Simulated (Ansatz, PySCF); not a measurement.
Reaction (SMILES): Cl[Te]Cl -> Cl[Te]Cl as doublet, charge +1 + e-
Each molecule is optimised on its own at B3LYP-D3(BJ)/def2-TZVP (Ansatz, a quantum-chemistry and plane-wave program). A spin state is the lowest found, not a proven ground state.

Quantity: adiabatic ionisation energy (0 K, with B3LYP-D3(BJ) harmonic zero-point energies from PySCF), in eV. Cores are frozen in the correlated levels unless marked. UHF or UKS for open shells. Spin-orbit coupling is left out. The frozen core is the preceding noble-gas configuration, with the filled d and f shells of earlier blocks. Past Kr the def2 sets carry scalar-relativistic core potentials. Basis-set limits of correlation are two-point, X^-3; Hartree-Fock from the larger set. The bracket is a focal-point correction in the basis named.

```csv
level,program,adiabatic ionisation energy (eV)
SVWN5/def2-TZVPD,Ansatz,8.65
BP86-D4/def2-TZVPD,PySCF + dftd4,8.65
HSE06-D3(BJ)/def2-TZVPD,Ansatz + dftd3,8.65
wB97M-V/def2-TZVPD,Ansatz,[?]
CCSD/def2-TZVPP,Ansatz,[?]
"RI-MP2/CBS(def2-TZVPPD,def2-QZVPPD)+[CCSD(T)-MP2]/def2-TZVPPD",Ansatz,[?]
```

Task: Complete the blanks.

Result: 
- wB97M-V/def2-TZVPD, adiabatic ionisation energy (eV): 8.76
- CCSD/def2-TZVPP, adiabatic ionisation energy (eV): 8.66
- RI-MP2/CBS(def2-TZVPPD,def2-QZVPPD)+[CCSD(T)-MP2]/def2-TZVPPD, adiabatic ionisation energy (eV): 8.83
